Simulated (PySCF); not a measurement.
Compound: C₄H₁₀BN.
Atom-mapped SMILES: `[CH2:1]=[CH:2][BH:3][NH:4][CH2:5][CH3:6]` (hydrogens: H7, H8 on C1; H9 on C2; H10 on B3; H11 on N4; H12, H13 on C5; H14, H15, H16 on C6)

Computed by this run: PySCF 2.14.0, PBE0-D3(BJ)/def2-SVP geometry optimisation, gas phase; density fitting, grid level 1; the optimiser is geomeTRIC in internal coordinates, started from a GFN2-xTB structure.

Step 0: E = -6465.5998 eV
```
atom  x, y, z in Å  |  force x, y, z in eV/Å
C1      3.2321    0.9720    0.0066    0.145   0.055  -0.088
C2      2.1122    0.4992    0.5430   -0.530  -0.219  -0.094
B3      0.8771   -0.0032   -0.2672    0.506   0.203   0.890
N4     -0.2374   -0.4370    0.4266   -0.572  -0.296   0.017
C5     -1.4913   -0.9212   -0.1004   -0.129   0.470   0.354
C6     -2.6662   -0.0620    0.3648    0.538  -0.448  -0.312
H7      3.3571    1.0356   -1.0627    0.045   0.022  -0.662
H8      4.0709    1.3157    0.5953    0.400   0.167   0.344
H9      2.0628    0.4679    1.6292   -0.015  -0.008   0.475
H10     0.8667   -0.0272   -1.4399   -0.017  -0.004  -1.015
H11    -0.2410   -0.4155    1.4379    0.160   0.050   0.205
H12    -1.4297   -0.9084   -1.1900    0.041  -0.094  -0.286
H13    -1.6537   -1.9594    0.2211   -0.045  -0.236  -0.049
H14    -3.5982   -0.4432   -0.0440   -0.454  -0.133  -0.124
H15    -2.5319    0.9652    0.0344    0.020   0.439  -0.108
H16    -2.7370   -0.0695    1.4510   -0.093   0.032   0.453
```

Task: Estimate the geometry and energy of step 1. (The exact step hangs on the optimiser's Hessian estimate; all steps are aligned on step 0, rigid shifts and turns removed.)

Result: E = -6465.6681 eV, largest force 0.176 eV/Å
```
atom  x, y, z in Å  |  force x, y, z in eV/Å
C1      3.2439    0.9694   -0.0179    0.046   0.020  -0.049
C2      2.1344    0.5002    0.5697    0.012   0.009   0.147
B3      0.8810    0.0116   -0.2108   -0.065  -0.040  -0.159
N4     -0.2471   -0.4526    0.4676    0.080   0.045   0.052
C5     -1.4950   -0.9131   -0.0896   -0.009  -0.114  -0.076
C6     -2.6819   -0.0691    0.3387   -0.052   0.069   0.066
H7      3.3282    1.0284   -1.1099   -0.023  -0.008   0.026
H8      4.1137    1.3151    0.5537   -0.020  -0.012  -0.024
H9      2.1280    0.4732    1.6713    0.009   0.004  -0.038
H10     0.8534    0.0187   -1.4282    0.012   0.019   0.070
H11    -0.2290   -0.4544    1.4837   -0.024  -0.016  -0.004
H12    -1.3959   -0.9031   -1.1869    0.008  -0.004   0.051
H13    -1.6726   -1.9679    0.1982    0.008   0.045  -0.018
H14    -3.6235   -0.4618   -0.0763    0.035  -0.001  -0.004
H15    -2.5623    0.9736    0.0045   -0.006  -0.023   0.008
H16    -2.7830   -0.0592    1.4378   -0.012   0.006  -0.046
```

The energy changes by -0.0684 eV. The first-order estimate −F·Δx gives -0.1421 eV and the mean of the old and new forces, exact on a quadratic surface, -0.0682 eV. The step makes an angle of 72° with the force vector and moves no atom by more than 0.078 Å.

What follows is the cost of the whole optimisation. Time: 44 s; peak memory 0.55 GiB. Hardware: one thread, Arm Neoverse N1 (aarch64), shared host with 64 logical CPUs at a one-minute load of 42.
